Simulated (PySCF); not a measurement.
Does the answer move with the share of exact exchange?

Compound: B2ClH4N.
SMILES: `BNBCl`

Torsions of this conformer, `[BH2:1][NH:2][BH:3][Cl:4]`: B1–N2–B3–Cl4 180°.

PySCF, def2-SVPD basis, density fitting, gas phase, PBE0-D3(BJ)/def2-SVP geometry; singlet excitations by full TDDFT with frozen cores, triplets by Tamm–Dancoff TDDFT and ionisation energies by ΔSCF, from the lowest of the holes tried. One functional is left out:

```tsv
functional	exact exchange (%)	HOMO energy (eV)	LUMO energy (eV)	lowest singlet excitation (eV)	lowest triplet excitation (eV)	dipole moment (D)	mean polarisability (au)	vertical ionisation energy (eV)
LDA	0	-7.76	-2.76	5.07	4.92	1.005	55.7	11.30
PBE	0	-7.66	-2.49	5.23	5.05	1.004	55.0	11.17
PBE0	25	-9.05	-1.48	6.09	5.65	1.043	52.3	11.30
BHandHLYP	50	-10.30	-0.34	6.78	6.16	1.079	50.3	11.49
```

Task: Predict the row of B3LYP (20 % exact exchange) by straight lines through the other rows, and check it.

Result: 
```
                       property   line  computed  computed − line  PBE0 (25 %), for comparison
               HOMO energy (eV)  -8.76     -8.78            -0.02                        -9.05
               LUMO energy (eV)  -1.71     -1.67            +0.04                        -1.48
 lowest singlet excitation (eV)   5.83      5.96            +0.13                         6.09
 lowest triplet excitation (eV)   5.47      5.71            +0.24                         5.65
              dipole moment (D)  1.035     1.023           -0.012                        1.043
       mean polarisability (au)   53.2      52.9             -0.3                         52.3
vertical ionisation energy (eV)  11.32     11.25            -0.07                        11.30
```
